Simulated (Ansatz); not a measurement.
Molecule: VO, charge 0, multiplicity 4. The spin state was set by rule; other spins were not relaxed. SMILES: [O]=[V]
Geometry from a B3LYP-D3(BJ)/def2-TZVP (Ansatz, a first-principles code) optimisation:
```xyz
2

V      0.0000     0.0000    -0.4076
O      0.0000     0.0000     1.1718
```
Charge 0, spin multiplicity 4.

Quantity: atomisation energy (electronic, to ground-state atoms), in kJ/mol. Cores are frozen in the correlated levels unless marked. UHF or UKS for open shells. Spin-orbit coupling is left out. The frozen core is the preceding noble-gas configuration, with the filled d and f shells of earlier blocks. Non-relativistic. The coupled-cluster limit lacks core correlation, which all-electron functionals hold. CBS(X,Y): correlation extrapolated as X^-3; Hartree-Fock from the larger set. The program attaches cautions to a run behind CCSDT/def2-SVP: large difference. The program attaches cautions to a run behind CCSD(T)/CBS(def2-TZVPPD,def2-QZVPPD): large difference.

The UHF reference is spin-contaminated (<S^2> 0.47 over the pure value in the largest basis). The T1 diagnostic of CCSD in the largest basis is 0.095, which is high, so the coupled-cluster rows are less sure than usual.

```json
[
 {"level": "PBE-D4/def2-TZVPD", "program": "Ansatz + dftd4", "atomisation energy (kJ/mol)": "767.8"},
 {"level": "revPBE-D4/def2-TZVPD", "program": "Ansatz + dftd4", "atomisation energy (kJ/mol)": "738.5"},
 {"level": "B97M-V/def2-TZVPD", "program": "Ansatz", "atomisation energy (kJ/mol)": "657.7"},
 {"level": "B3LYP/def2-TZVPD", "program": "Ansatz", "atomisation energy (kJ/mol)": "634.7"},
 {"level": "PBE0-D3(BJ)/def2-TZVP", "program": "Ansatz + dftd3", "atomisation energy (kJ/mol)": "639.3"},
 {"level": "PBE0-D3(BJ)/def2-TZVPD", "program": "Ansatz + dftd3", "atomisation energy (kJ/mol)": "642.1"},
 {"level": "CAM-B3LYP/def2-TZVPD", "program": "Ansatz", "atomisation energy (kJ/mol)": "618.4"},
 {"level": "RPA@PBE/def2-TZVPP", "program": "Ansatz", "atomisation energy (kJ/mol)": "…"},
 {"level": "CCSD/STO-3G", "program": "Ansatz", "atomisation energy (kJ/mol)": "450.4"},
 {"level": "CCSDT/def2-SVP", "program": "Ansatz", "atomisation energy (kJ/mol)": "539.1"},
 {"level": "CCSD(T)/CBS(def2-TZVPPD,def2-QZVPPD)", "program": "Ansatz", "atomisation energy (kJ/mol)": "590.8"}
]
```

Q: Fill in the missing entries.

A: 
- RPA@PBE/def2-TZVPP, atomisation energy (kJ/mol): 578.4
